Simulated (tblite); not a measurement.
Problem. What does the GFN2-xTB structure of `C[CH]C#C[SiH2]P` [radical] look like in three dimensions? (Doublet state.)

Solution. 
```xyz
14
C4H8PSi angstrom
C     -2.948   -0.525    0.076
C     -1.764   -0.653    0.964
C     -0.600   -0.014    0.733
C      0.440    0.613    0.512
Si     2.069    1.343    0.116
P      3.676   -0.238    0.028
H     -2.754    0.173   -0.735
H     -3.215   -1.496   -0.348
H     -3.813   -0.179    0.647
H     -1.850   -1.293    1.831
H      2.482    2.278    1.170
H      2.019    1.979   -1.205
H      2.949   -1.129   -0.737
H      3.307   -0.860    1.206
```

Any rigid rotation of these coordinates is as good. Atoms count from 1 in this order. C2 (carbon bonded to 2 C and H) is planar (angles 123.0°, 119.1° and 117.9°, sum 360.0°, 0.00 Å off the plane of its three neighbours). The 3 C–C bonds span 1.234 Å (C3≡C4, drawn triple) to 1.486 Å (C1–C2, drawn single), a spread of 0.252 Å. P6 (phosphorus bonded to Si and 2 H) is pyramidal (angles 95.7°, 95.3° and 92.3°, sum 283.3°, 0.83 Å off the plane of its three neighbours). Si5 (silicon bonded to C, P and 2 H) is distorted tetrahedral (angles from 105.9° to 112.4°).

Bonds between heavy atoms (Å): C1–C2 1.486, C2–C3 1.348, C3≡C4 1.234, C4–Si5 1.829, Si5–P6 2.256.

Computed geometry: GFN2-xTB, gas phase. This method treats the open shell by occupation alone, without spin polarisation.

Point group: C1 (no symmetry element, even within 0.4 Å). Its GFN2-xTB frequencies are all real (lowest 20 cm⁻¹). Torsions: C4–Si5–P6–H 46° and -47°.

One conformer stands for the species.
